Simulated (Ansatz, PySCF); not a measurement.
Reaction (SMILES): II [molecular iodine] → 2 I atom (the I-I bond at the site shown breaks; other sites are not compared here)
Each molecule is optimised on its own at B3LYP-D3(BJ)/def2-TZVP (Ansatz, a quantum-chemistry and plane-wave program).
Geometry of the first species:
```
I
I 1 2.6947
```

Wanted: bond dissociation energy (enthalpy at 298 K, with B3LYP-D3(BJ) rigid-rotor harmonic-oscillator terms from PySCF), in kcal/mol. Valence correlation only, unless marked. UHF or UKS for open shells. No spin-orbit coupling. Frozen are the shells of the preceding noble gas and the d and f shells that filled before the atom's block. Past Kr the def2 sets carry scalar-relativistic core potentials. STO-3G rows are all-electron and non-relativistic. CBS(X,Y): correlation extrapolated as X^-3; Hartree-Fock from the larger set. [CCSD(T)-MP2]/basis is that difference in the basis named.

From measured enthalpies of formation at 298 K: 36.1 kcal/mol (II 14.9, ATcT 1.112; I atom 25.5, ATcT 1.112). It holds spin-orbit effects, which the calculations lack, and core correlation, which the frozen-core levels lack.

```tsv
level	program	bond dissociation energy (kcal/mol)	error against measurement
TPSS/def2-TZVPD	PySCF	49.8	13.7
B3LYP-D3(BJ)/def2-TZVPD	Ansatz + dftd3	46.2	10.1
PBE0-D3(BJ)/def2-TZVPD	Ansatz + dftd3	48.1	12.0
PW6B95-D4/def2-TZVPD	PySCF + dftd4	47.4	11.3
M06-2X/def2-TZVPD	PySCF	34.2	-1.9
B2PLYP/def2-TZVPD	Ansatz	43.0	6.9
RPA@PBE/def2-QZVPP	Ansatz	35.4	-0.7
MP2/def2-SVPD	Ansatz	35.4	-0.7
CCSD/STO-3G	Ansatz	45.1	9.0
CCSD/def2-TZVPP	Ansatz	37.3	1.2
CCSD(T)/def2-SVP	Ansatz	33.1	-3.0
RI-MP2/CBS(def2-TZVPP,def2-QZVPP)+[CCSD(T)-MP2]/def2-SVP	Ansatz	49.0	12.9
RI-MP2/CBS(def2-TZVPP,def2-QZVPP)+[CCSD(T)-MP2]/def2-TZVPP	Ansatz	47.9	11.8
CCSD(T)/CBS(def2-TZVPP,def2-QZVPP)	Ansatz	47.4	11.3
CCSD(T)/CBS(def2-TZVPPD,def2-QZVPPD)	Ansatz	47.2	11.1
```
